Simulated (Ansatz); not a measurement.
Molecule: CdBr₂, net charge 0, singlet state. SMILES: [Br][Cd][Br]
Geometry: optimised at B3LYP-D3(BJ)/def2-TZVP (Ansatz, a quantum-chemistry and plane-wave program).

Quantity: atomisation energy (electronic, to ground-state atoms), in kcal/mol. Valence correlation only, unless marked. UHF or UKS for open shells. Spin-orbit coupling is left out. Frozen are the shells of the preceding noble gas and the d and f shells that filled before the atom's block. In def2 rows, elements after Kr have scalar-relativistic effective core potentials. The coupled-cluster limit lacks core correlation, which all-electron functionals hold. CBS(X,Y): correlation extrapolated as X^-3; Hartree-Fock from the larger set. The bracket is a focal-point correction in the basis named.

| level | program | atomisation energy (kcal/mol) |
|---|---|---|
| HF/def2-SVPD | Ansatz | 93.6 |

### Question
What does RI-MP2/CBS(def2-TZVPPD,def2-QZVPPD)+[CCSD(T)-MP2]/def2-TZVPPD (Ansatz) give?

### Answer
119.6 kcal/mol
